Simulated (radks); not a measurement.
The numbers below are computed, except where a source is named.
Ionisation of the tellurium ion Te+, [Kr] 4d10 5s2 5p3, to [Kr] 4d10 5s2 5p2 as the strength of local exchange is varied. Level of theory: Dirac Kohn-Sham, Slater X-alpha exchange (alpha = 2/3 is LDA exchange), no correlation, spin-unpolarised, spherical densities, finite nucleus; open shells are shared between the two j in proportion to 2j + 1; Fermi nuclear charge, rms radius 4.7423 fm (a radial shooting solver on a logarithmic mesh with Libxc functionals).

alpha,E(Te+) (hartree),exchange (hartree),IE (eV),-e of the level emptied (eV),<r> of it (bohr)
0.609,-6771.38909,-150.49243,16.339,11.835 (5p3/2),2.571
0.651,-6781.77547,-161.10647,16.787,12.244 (5p3/2),2.546
0.667,-6785.73618,-165.15788,16.959,12.402 (5p3/2),2.536
0.783,-6814.51714,-194.66191,18.232,13.572 (5p3/2),2.471
0.818,-6823.22377,-203.60928,18.624,13.935 (5p3/2),2.452
0.879,-6838.42333,-219.25344,19.318,14.578 (5p3/2),2.420
0.971,-6861.40769,-242.96840,20.388,15.573 (5p3/2),2.374

NIST Atomic Spectra Database: 18.6 +/- 0.4 eV (measured). The Delta-SCF value meets it near alpha = 0.82. Spin polarisation and multiplet splitting are left out, so open shells lie too high by an amount that depends on their filling. Sharing an open shell by 2j + 1 raises it above the true ground level by a part of the spin-orbit splitting, which enters the differences from NIST.

Beside tabulated values, note that spin-unpolarised runs miss the spin-polarisation part of the exchange energy of open shells.
